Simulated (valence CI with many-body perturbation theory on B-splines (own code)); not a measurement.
## Dy27+: calculated level list

Calculated by relativistic CI+MBPT: three valence electrons over a frozen Dirac-Fock core [Kr], radial functions for each j: 7 s, 7 p, 8 d, 6 f, 4 g, 1 h, with the one-electron correlation potential Σ1 (screened to all orders), the two-electron term Σ2, the three-electron term Σ3, Breit, model QED; selected single and double excitations, second order for the rest, scaled by the run's own slope (own B-spline code, finite nucleus).

The last digits are not significant, and no measured levels were compared; by estimate large intervals hold to a few tenths of a per cent, small ones and those within an open d or f shell to about a per cent. Only levels of the ground parity were solved; by the run's estimate the other parity begins above the list, which can be wrong where configurations are misplaced.

Levels 1 to 19 of 19, with energies above the lowest level, (4d3/2^3) J=3/2. "Leading %" is the weight of the configuration and term that name the level; weights of strongly mixed levels are sums over their largest components and can fall short, so below about 35 % the name and the second component can differ from the true leading terms, or belong to a minority configuration. In the jj column 3d3/2^4 stands for four electrons in 3d with j = 3/2.

| No. | Configuration | Term | J | E (cm⁻¹) | Leading % | Leading jj | g |
| --- | --- | --- | --- | --- | --- | --- | --- |
| 1 | 4d3 | 4F | 3/2 | 0.0 | 60 | 4d3/2^3 (92 %) | 0.623 |
| 2 | 4d3 | 4F | 5/2 | 56304 | 88 | 4d3/2^2 4d5/2 (96 %) | 1.047 |
| 3 | 4d3 | 4P | 3/2 | 74773 | 42 | 4d3/2^2 4d5/2 (94 %) | 1.260 |
| 4 | 4d3 | 4F | 7/2 | 79138 | 52 | 4d3/2^2 4d5/2 (87 %) | 1.092 |
| 5 | 4d3 | 2G | 9/2 | 84230 | 43 | 4d3/2^2 4d5/2 (95 %) | 1.081 |
| 6 | 4d3 | 4P | 1/2 | 86319 | 64 | 4d3/2^2 4d5/2 (99 %) | 1.937 |
| 7 | 4d3 | 4P | 5/2 | 130150 | 66 | 4d3/2^2 4d5/2 (71 %) | 1.422 |
| 8 | 4d3 | 2G | 7/2 | 138640 | 50 | 4d3/2 4d5/2^2 (91 %) | 1.059 |
| 9 | 4d3 | 4F | 9/2 | 147080 | 53 | 4d3/2 4d5/2^2 (90 %) | 1.136 |
| 10 | 4d3 | 2D | 3/2 | 159560 | 41 | 4d3/2 4d5/2^2 (98 %) | 1.150 |
| 11 | 4d3 | 2P | 1/2 | 166330 | 63 | 4d3/2 4d5/2^2 (99 %) | 1.394 |
| 12 | 4d3 | 2H | 11/2 | 172630 | 100 | 4d3/2 4d5/2^2 (100 %) | 1.088 |
| 13 | 4d3 | 2D | 5/2 | 177870 | 64 | 4d3/2 4d5/2^2 (71 %) | 1.157 |
| 14 | 4d3 | 2F | 5/2 | 188340 | 48 | 4d3/2 4d5/2^2 (93 %) | 1.093 |
| 15 | 4d3 | 2F | 7/2 | 195570 | 87 | 4d3/2 4d5/2^2 (95 %) | 1.111 |
| 16 | 4d3 | 2G | 9/2 | 226360 | 56 | 4d5/2^3 (94 %) | 1.129 |
| 17 | 4d3 | 2P | 3/2 | 229100 | 44 | 4d3/2 4d5/2^2 (56 %) | 1.097 |
| 18 | 4d3 | 2D | 3/2 | 270340 | 80 | 4d5/2^3 (57 %) | 0.922 |
| 19 | 4d3 | 2D | 5/2 | 290780 | 68 | 4d5/2^3 (88 %) | 1.156 |

The ionisation energy to 4d2 3F_2 of the next ion comes out as 969.61 eV (NIST: 969 ± 4 eV (theoretical)). All 19 levels together are meant to be complete up to 302410 cm⁻¹.
